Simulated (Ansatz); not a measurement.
Born–Oppenheimer molecular dynamics of H7NOSi2 (11 atoms, charge 0, multiplicity 1). It starts from a relaxed structure.

Method: Ansatz, RKS B3LYP-D4/6-31G*.

| Item | Value |
| --- | --- |
| ensemble | NVT, Nosé–Hoover chain |
| time step | 1 fs |
| steps asked | 100 |
| set temperature | 700 K |
| thermostat | time constant 3 fs, chain length 1 |
| seed | 906641 |

First frame:

```xyz
11
Properties=species:S:1:pos:R:3
Si -0.011 -0.117 -0.035
O -0.136 -0.324 1.609
Si -1.263 -0.489 2.804
H -1.830 -1.867 2.818
H -0.614 -0.225 4.112
H -2.389 0.471 2.620
H 1.426 -0.284 -0.346
H -0.522 1.234 -0.382
N -0.904 -1.222 -1.007
H -1.892 -1.086 -1.179
H -0.651 -2.201 -1.065
```

**Question.** How far do the bonds stretch over the last three quarters of this one trajectory? (Pairs bonded in most of those frames.)

**Answer.** 
```csv
bond,mean (Å),spread (Å),shortest,longest
Si1–O2,1.667,0.050,1.59,1.74
Si1–H7,1.504,0.087,1.35,1.63
Si1–H8,1.492,0.010,1.47,1.51
Si1–N9,1.728,0.020,1.69,1.76
O2–Si3,1.653,0.046,1.58,1.74
Si3–H4,1.496,0.064,1.40,1.59
Si3–H5,1.499,0.070,1.38,1.61
Si3–H6,1.511,0.066,1.38,1.63
N9–H10,1.027,0.067,0.92,1.14
N9–H11,1.030,0.074,0.91,1.15
```

Mean temperature of the second half: 682 K. The conserved energy wandered by up to 8.8 meV per atom (net 7.2 meV per atom), which is poor conservation. A run of 0.1 ps of so small a system gives no equilibrium averages.

Time of the run: 11 min on 1 thread of Arm Neoverse N1, with other jobs on the host, peak memory 0.16 GiB.
